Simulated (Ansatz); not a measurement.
A calculation with Ansatz (development build ahead of 0.2.0).

```yaml
crystal:
  periodic: [false, false, false]
  atoms:
    - { symbol: Ho, position_ang: [0.0, 0.0, 0.0] }
    - { symbol: Br, position_ang: [0.0, 0.0, 2.564] }
basis:
  gaussian: { orbitals: def2-TZVPP }
magnetization:
  spin_polarized: true
  initial_magnetization: 4
hamiltonian:
  xc: hf
```

The input is written out in the form of the current development build from the run's settings. The basis set brings a core potential for Ho, so the total leaves out those core electrons.

Output:

```yaml
Converged: yes
Total_energy: -3518.09613 hartree
Spin_squared_of_the_determinant: 6.329
Stability_test: minimum
```

Caution: other spin multiplicities were not run; the unrestricted determinant is spin contaminated.
